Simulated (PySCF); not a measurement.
CH3AlF2, SMILES [CH3][Al]([F])[F].

Geometry: B3LYP-D3(BJ)/def2-SVP. The isomer is the one that the SMILES or the coordinates give; other isomers of the formula were not compared.

Calculation: PBE/def2-TZVPD (PySCF).

The molecule is in vacuum.

The total energy is -481.92499 hartree and the highest occupied level is -8.00 eV. The lowest empty level is -1.67 eV and the orbital gap is 6.33 eV. The dipole moment is 2.39 D and the quadrupole, principal values (traceless, Buckingham form, about the centre of nuclear charge) is -6.45, -1.01, 7.46 D·Å. The mean static polarisability is 38.6 bohr³ (5.71 Å³) and the polarisability, principal values comes out as 34.2, 36.7, 44.8 bohr³.
